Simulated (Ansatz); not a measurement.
`O[SiH]([SiH3])CCl` + H₂ → `[SiH3][SiH2]CCl` + H₂O  (hydrogenolysis of the Si–O bond)

Gas-phase electronic energies from Ansatz, PBE0-D4/def2-TZVP geometries. CCSD(T)/CBS adds triple-zeta CCSD(T) − MP2 to the extrapolated MP2 energy (def2 sets, frozen cores). This one scheme is used for every species. Functionals use def2-TZVPP. B3LYP here is the variant with VWN-RPA as its local correlation; programs differ in this. One conformer a species, not always the lowest.

| species | B3LYP-D4 energy (Eh) |
| --- | --- |
| `O[SiH]([SiH3])CCl` | -1156.93490 |
| H₂ | -1.18011 |
| `[SiH3][SiH2]CCl` | -1081.62018 |
| H₂O | -76.46698 |

Work out ΔE.

ΔE = (-1081.62018) + (-76.46698) − (-1156.93490) − (-1.18011) = 0.02785 Eh = +73.1 kJ/mol. CCSD(T)/CBS gives +69.3 kJ/mol.

Largest T1 diagnostic among the species: 0.011.

In def2-TZVPP, CCSD(T) changes the Hartree–Fock value by +4.5 kJ/mol (the triples alone add +2.4 kJ/mol) and MP2 by +10.7 kJ/mol. The D4 term adds +6.8 kJ/mol with B3LYP and +3.7 kJ/mol with PBE0; it sums over pairs of atoms, weighted by their polarisabilities, and B3LYP, whose exchange is more repulsive, gets the larger term.
